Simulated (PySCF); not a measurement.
Exercise with solution: dipole moment from atomic charges

GeOF₂, SMILES [F][Ge](=[O])[F]. Atoms are numbered in the order given.

```xyz
4

Ge     0.0000     0.0000     0.1133
O      0.0000     0.0000     1.7410
F      0.0000     1.3295    -0.9751
F      0.0000    -1.3295    -0.9751
```
Charge 0, spin multiplicity 1.

The structure is a stationary point at B3LYP-D3(BJ)/def2-SVP.

Charges (e) from PBE/def2-TZVPD in PySCF:

```tsv
atom	ESP fit	IAO
Ge1	1.043	1.558
O2	-0.517	-0.662
F3	-0.263	-0.448
F4	-0.263	-0.448
```

The dipole moment of the full density is 1.34 D.

### Question
What dipole moment does each set of point charges give, and which comes closer to that of the density?

### Answer

μ = Σ q r, and 1 e Å = 4.8032 D.
ESP fit: Σ q r = (0.000, 0.000, -0.269) e Å, |μ| = 1.29 D.
IAO: Σ q r = (0.000, 0.000, -0.102) e Å, |μ| = 0.49 D.
ESP fit comes closer in size. Point charges leave out the atoms' own dipoles (lone pairs, polarised bonds); fits to the potential absorb them, partitions of the density don't.
